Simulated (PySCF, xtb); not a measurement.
CH₅FOSi₂, SMILES O1[SiH2][Si@H](C1)F.

Harmonic wavenumbers (cm⁻¹) from GFN2-xTB in xtb at its own minimum, in rising order: 115, 140, 195, 361, 418, 447, 519, 565, 634, 674, 699, 720, 776, 794, 825, 999, 1145, 1232, 1474, 2224, 2250, 2290, 2937, 2960.

Question: What does PBE-D3(BJ)/def2-SVP (PySCF) give at its own minimum? (An estimate is asked for; the answer gives what the named calculation found.)

Answer: 65, 170, 219, 356, 419, 466, 593, 635, 678, 717, 749, 792, 821, 881, 935, 988, 1153, 1201, 1406, 2138, 2147, 2163, 2949, 3013. Paired by order, the mean absolute difference is 51 cm⁻¹ and the zero-point energies are 36.3 and 36.7 kcal/mol.
